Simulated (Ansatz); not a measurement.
An input meant for Mg2Se2⁻ (charge -1, doublet; with a point charge).

```yaml
crystal:
  periodic: [false, false, false]
  atoms:
    - {symbol: Mg, position_ang: [-0.054400, -1.358325, -0.020425]}
    - {symbol: Mg, position_ang: [-1.748716, 0.383799, -0.064097]}
    - {symbol: Se, position_ang: [-2.048716, 0.083799, -0.114097]}
    - {symbol: Se, position_ang: [2.048711, -0.083785, 0.114098]}
basis:
  gaussian: {orbitals: aug-pcseg-2, point_charges: [{charge: 0.50, position_ang: [7.037, 0.764, -0.824]}]}
total_charge: -1
magnetization: {spin_polarized: true, initial_magnetization: 1}
hamiltonian: {xc: {name: wPBEh}}
scf: {omitted_lower_state_checks: [starts]}
output: {forces: true}
```

```sh
$ ansatz run in.yaml --threads 4 --pin off --events-out ev --progress --plain --max-ram 3916MiB
```

Output, abridged:

```
Functional definition: wPBEh
1269 factors; integrals over basis functions are off by at most 1.1e-3 eV
148 factors; integrals over basis functions are off by at most 9.7e-6 eV
mean field evaluation 1: about -140144.6990 eV, gradient 4.9e1 eV
mean field evaluation 2: about -139877.9919 eV, gradient 1.5e2 eV
mean field evaluation 4: about -140117.4872 eV, gradient 6.6e1 eV
mean field evaluation 8: about -140156.5540 eV, gradient 6.6e-1 eV
mean field evaluation 16: about -140157.1680 eV, gradient 1.8e-2 eV
mean field -140157.16797987 eV, -5150.6809213195 hartree, gradient 1.4e-5 eV, S^2 0.763707; 0 other end points of the search recorded, 0 dependent functions left out
reference -140157.16803495 eV, -5150.6809233436 hartree; 47, 46 occupied and 127, 128 virtual orbitals, 1269 factors
Total energy: -140157.16803495 eV, -5150.6809233436 hartree
Atom 0 at    -0.054400    -1.358325    -0.020425 Å, force     3.627582    -1.863532     0.189649 eV/Å
Atom 1 at    -1.748716     0.383799    -0.064097 Å, force  6359.048451  6361.861043  1060.220710 eV/Å
Atom 2 at    -2.048716     0.083799    -0.114097 Å, force -6361.805875 -6359.467212 -1060.327126 eV/Å
Atom 3 at     2.048711    -0.083785     0.114098 Å, force    -0.604364    -0.477099    -0.131268 eV/Å
Dipole moment:    -2.197656     0.163841    -0.071483 e Å
Checks for a lower state left out: starts
```

(1) Something in this input is off. What?

## Answers

(1) One atom was put on top of another. The run converged. The result belongs to that input, not to the species as meant.
